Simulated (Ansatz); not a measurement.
Cartesian coordinates in Å:
```
O 2.085 1.796 0.133
Si 0.587 1.569 0.780
Ga -0.437 -0.464 0.079
C -0.951 -2.096 -0.856
S -2.091 -1.787 0.586
H 2.173 1.810 -0.821
H -0.353 2.666 0.418
H 0.784 1.539 2.247
H -1.447 -2.038 -1.820
H -0.350 -2.994 -0.747
```

Total charge 0; spin multiplicity 1.

Question: List the CAM-B3LYP/def2-TZVPP orbital energies in eV (the Gaussian-basis code of Ansatz). (An estimate is asked.)

Answer: Ansatz gave: Occupied: -10139.88, -2419.05, -1802.12, -1251.56, -1108.85, -1108.77, -1108.73, -523.13, -279.20, -217.05, -161.63, -161.52, -161.45, -151.84, -146.60, -105.30, -105.11, -105.02, -101.96, -101.93, -101.90, -30.19, -25.29, -25.01, -24.94, -24.94, -24.88, -22.47, -18.13, -18.03, -15.35, -13.37, -13.34, -12.92, -12.45, -11.24, -10.89, -9.15, -7.93, -7.74. Lowest empty: -0.78, -0.19, 0.61, 2.03, 2.32, 2.40, 2.91, 3.17.
